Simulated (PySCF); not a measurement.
Isomers of C7H12O, mass 112.089 u with the commonest isotopes. The calculation used PBE0/pcSseg-1 in PySCF (dipole) on a GFN2-xTB geometry, gas phase. One conformer each, none proved a minimum here; rigid rotors.

Question: Order these by rotational constant A, smallest first.
A. `[CH3:1][O:2][C@H:3]1[CH2:4][C@@H:5]2[CH2:6][C@@H:7]2[CH2:8]1` with C1–O2–C3–C4 169°, O2–C3–C4–C5 146°, C3–C4–C5–C6 50°, C4–C5–C6–C7 -97°, C5–C6–C7–C8 97°
B. `[CH2:1]1[CH2:2][C@@H:3]([CH:4]2[CH2:5][CH2:6]2)[CH2:7][O:8]1` with C2–C3–C4–C5 -85°, O8–C1–C2–C3 13°, C1–C2–C3–C4 -107°, C3–C4–C5–C6 -109°, C2–C3–C7–O8 -31°
C. `[CH3:1][C@@H:2]1[CH2:3][C@:4]12[CH2:5][CH2:6][O:7][CH2:8]2` with C1–C2–C3–C4 -111°, C2–C3–C4–C5 112°, C3–C4–C5–C6 129°, C4–C5–C6–O7 32°
D. `[CH2:1]1[CH2:2][CH:3]([CH:4]2[CH2:5][O:6][CH2:7]2)[CH2:8]1` with C2–C3–C4–C5 -177°, C8–C1–C2–C3 10°, C1–C2–C3–C4 -129°, C3–C4–C5–O6 118°, C4–C5–O6–C7 -1°
E. `[CH2:1]=[CH:2][C:3](=[O:4])[C:5]([CH3:6])([CH3:7])[CH3:8]` with C1–C2–C3–O4 0°
F. `[CH2:1]=[C:2]1[C@@H:3]([CH2:4][OH:5])[CH2:6][C@@H:7]1[CH3:8]` with C2–C3–C4–O5 -70°, C3–C4–O5–H 57°

Answer: E (3152 MHz), F (3767 MHz), C (4027 MHz), B (4569 MHz), A (4984 MHz), D (5394 MHz).

Question: Order these by rotational constant B, largest first.
A. `[CH2:1]1[CH2:2][C@@H:3]([CH:4]2[CH2:5][CH2:6]2)[CH2:7][O:8]1` with C2–C3–C4–C5 -85°, O8–C1–C2–C3 13°, C1–C2–C3–C4 -107°, C3–C4–C5–C6 -109°, C2–C3–C7–O8 -31°
B. `[CH3:1][C@@H:2]1[CH2:3][C@:4]12[CH2:5][CH2:6][O:7][CH2:8]2` with C1–C2–C3–C4 -111°, C2–C3–C4–C5 112°, C3–C4–C5–C6 129°, C4–C5–C6–O7 32°
C. `[CH2:1]1[CH2:2][CH:3]([CH:4]2[CH2:5][O:6][CH2:7]2)[CH2:8]1` with C2–C3–C4–C5 -177°, C8–C1–C2–C3 10°, C1–C2–C3–C4 -129°, C3–C4–C5–O6 118°, C4–C5–O6–C7 -1°
D. `[CH2:1]=[C:2]1[C@@H:3]([CH2:4][OH:5])[CH2:6][C@@H:7]1[CH3:8]` with C2–C3–C4–O5 -70°, C3–C4–O5–H 57°

Answer: B (1498 MHz), D (1429 MHz), A (1374 MHz), C (1219 MHz).

Question: Order these by dipole moment, largest first.
A. `[CH3:1][O:2][C@H:3]1[CH2:4][C@@H:5]2[CH2:6][C@@H:7]2[CH2:8]1` with C1–O2–C3–C4 169°, O2–C3–C4–C5 146°, C3–C4–C5–C6 50°, C4–C5–C6–C7 -97°, C5–C6–C7–C8 97°
B. `[CH2:1]1[CH2:2][CH:3]([CH:4]2[CH2:5][O:6][CH2:7]2)[CH2:8]1` with C2–C3–C4–C5 -177°, C8–C1–C2–C3 10°, C1–C2–C3–C4 -129°, C3–C4–C5–O6 118°, C4–C5–O6–C7 -1°
C. `[CH2:1]1[CH2:2][C@@H:3]([CH:4]2[CH2:5][CH2:6]2)[CH2:7][O:8]1` with C2–C3–C4–C5 -85°, O8–C1–C2–C3 13°, C1–C2–C3–C4 -107°, C3–C4–C5–C6 -109°, C2–C3–C7–O8 -31°
D. `[CH2:1]=[C:2]1[C@@H:3]([CH2:4][OH:5])[CH2:6][C@@H:7]1[CH3:8]` with C2–C3–C4–O5 -70°, C3–C4–O5–H 57°
E. `[CH2:1]=[CH:2][C:3](=[O:4])[C:5]([CH3:6])([CH3:7])[CH3:8]` with C1–C2–C3–O4 0°

Answer: E (2.64 D), B (2.15 D), D (1.97 D), C (1.57 D), A (1.08 D).

```json
{"SMILES": "C1CC(C2COC2)C1", "point group": "Cs", "Ia (u·Å²)": "93.69", "Ib (u·Å²)": "414.53", "Ic (u·Å²)": "474.16", "κ": "-0.93", "μa (D)": "2.07", "μb (D)": "0.00", "μc (D)": "0.58"}
{"SMILES": "C1C[C@@H](C2CC2)CO1", "point group": "C1", "Ia (u·Å²)": "110.62", "Ib (u·Å²)": "367.76", "Ic (u·Å²)": "421.28", "κ": "-0.90", "μa (D)": "0.76", "μb (D)": "0.98", "μc (D)": "0.97"}
{"SMILES": "CO[C@H]1C[C@@H]2C[C@@H]2C1", "point group": "C1", "Ia (u·Å²)": "101.40", "Ib (u·Å²)": "365.63", "Ic (u·Å²)": "412.72", "κ": "-0.92", "μa (D)": "0.12", "μb (D)": "0.92", "μc (D)": "0.56"}
{"SMILES": "C[C@@H]1C[C@]12CCOC2", "point group": "C1", "Ia (u·Å²)": "125.50", "Ib (u·Å²)": "337.32", "Ic (u·Å²)": "373.93", "κ": "-0.89", "μa (D)": "1.36", "μb (D)": "0.48", "μc (D)": "0.82"}
{"SMILES": "C=CC(=O)C(C)(C)C", "point group": "Cs", "Ia (u·Å²)": "160.32", "Ib (u·Å²)": "333.54", "Ic (u·Å²)": "382.70", "κ": "-0.79", "μa (D)": "0.21", "μb (D)": "2.63", "μc (D)": "0.00"}
{"SMILES": "C=C1[C@@H](CO)C[C@@H]1C", "point group": "C1", "Ia (u·Å²)": "134.15", "Ib (u·Å²)": "353.72", "Ic (u·Å²)": "451.94", "κ": "-0.77", "μa (D)": "1.91", "μb (D)": "0.17", "μc (D)": "0.45"}
```
